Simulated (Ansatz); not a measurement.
A structure drawn as `[OH][SbH][Br]`, with this starting geometry:

```xyz
5

O    -0.718    0.558   -0.896
Sb    0.510   -0.829   -0.214
Br   -0.077   -0.156    2.178
H    -1.582    0.158   -0.809
H     1.867    0.269   -0.259
```

The species carries charge 0 and has multiplicity 1. Sb: def2 effective core potential.

Question: Does it keep its bonds when Ansatz relaxes it at PBE-D4/def2-SVP and then PBE0-D4/def2-TZVP?

Answer: Yes, every drawn bond is still there and no new one forms.

Question: Give the relaxed structure. (An estimate is asked.)

Answer: Computed: 
Z-matrix (Å, degrees):
```
Sb
O 1 1.956
Br 1 2.519 2 99.4
H 1 1.712 2 90.2 3 -93.4
H 2 0.961 1 111.6 3 -88.4
```
All modes are real.

Atoms count as bonded under 1.1 times the sum of their covalent radii (H–H under 0.85 Å, pairs among N, O and F under 1.55 Å), and a drawn bond as lost past 1.3 times.
